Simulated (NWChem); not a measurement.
Species: C$_{2}$H$_{6}$Cl$_{2}$Si; SMILES Cl[Si](Cl)(C)C

Program: NWChem. The geometry was optimised at PBE0/def2-SVP. Level: PBE0/def2-SVP with SMD, gas-phase geometry; reactions with the solvents are ignored.

```csv
SMD term (kcal/mol),water,n-hexane
distortion of the solute's density,0.54,0.10
polarisation,-4.19,-1.71
"cavity, dispersion and structure",3.51,-2.27
```

Task: Sum the solvation free energies, find the transfer free energy from water to n-hexane and the partition coefficient at 298.15 K.

Result: 
1. ΔG(solv, water) = -0.14 kcal/mol and ΔG(solv, n-hexane) = -3.88 kcal/mol (1 M gas to 1 M solution).
2. Transfer: -3.88 − (-0.14) = -3.74 kcal/mol.
3. log₁₀ K(n-hexane/water) = −ΔG/(RT ln 10) = 3.74/1.364 = 2.7, so the model puts more of the solute in n-hexane.
4. Of the transfer energy, 2.04 kcal/mol is electrostatic and -5.78 comes from the non-electrostatic term. The two phases are taken as the pure solvents.
